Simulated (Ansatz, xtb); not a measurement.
Ligand exchange: C3H6 + Ga(CH3)2(NH2) → C3H7N + GaH(CH3)2

Species: C3H6 (cyclopropane) `C1CC1`, singlet; Ga(CH3)2(NH2), singlet; C3H7N (cyclopropylamine) `NC1CC1`, singlet; GaH(CH3)2, singlet. The partners trade H for NH2: C–H and Ga–NH2 bonds give way to C–NH2 and Ga–H.

Shapes, held fixed at every level: PBE0-D4/def2-TZVP. Flexible molecules stand in one conformer, not always the lowest. Programs: Ansatz 0.2.0, xtb 6.7.1. Electronic energies: no zero-point or thermal term.

```json
{"level": "GFN0-xTB", "kind": "semi-empirical", "ΔE (kJ/mol)": "-67.5", "less CCSD(T)/def2-TZVPP": "-188.6", "CPU time (sum over the molecules)": "0.17 s"}
{"level": "SPW92/def2-TZVPP", "kind": "LDA", "ΔE (kJ/mol)": "+106.8", "less CCSD(T)/def2-TZVPP": "-14.3", "CPU time (sum over the molecules)": "15 s"}
{"level": "PBE0-D4/def2-TZVPP", "kind": "global hybrid", "ΔE (kJ/mol)": "+111.2", "less CCSD(T)/def2-TZVPP": "-9.9", "CPU time (sum over the molecules)": "26 s"}
{"level": "wB97M-V/def2-TZVPP", "kind": "range-separated hybrid", "ΔE (kJ/mol)": "+113.7", "less CCSD(T)/def2-TZVPP": "-7.4", "CPU time (sum over the molecules)": "1.8 min"}
{"level": "wB97X-V/def2-TZVPP", "kind": "range-separated hybrid", "ΔE (kJ/mol)": "+112.8", "less CCSD(T)/def2-TZVPP": "-8.3", "CPU time (sum over the molecules)": "79 s"}
{"level": "B2PLYP/def2-TZVPP", "kind": "double hybrid", "ΔE (kJ/mol)": "+121.0", "less CCSD(T)/def2-TZVPP": "-0.1", "CPU time (sum over the molecules)": "49 s"}
{"level": "CCSD(T)/def2-SVP", "kind": "coupled cluster or CI", "ΔE (kJ/mol)": "+109.9", "less CCSD(T)/def2-TZVPP": "-11.2", "CPU time (sum over the molecules)": "51 s"}
{"level": "CCSD(T)/def2-TZVPP", "kind": "coupled cluster or CI", "ΔE (kJ/mol)": "+121.1", "less CCSD(T)/def2-TZVPP": "0.0", "CPU time (sum over the molecules)": "20 min"}
```

The highest level, CCSD(T)/def2-TZVPP, gives ΔE = +121.1 kJ/mol; the levels span -67.5 to +121.1. They disagree on the sign: 7 of 8 are positive. GFN0-xTB strays far from the other rows. The column of differences is taken from that level and isn't an error. No measured value is set beside it here. Relativity is left out for Ga. Outer-core shells of Ga are correlated, in sets that cover them unevenly. Times are processor times on shared x86 and Arm servers, and rough.
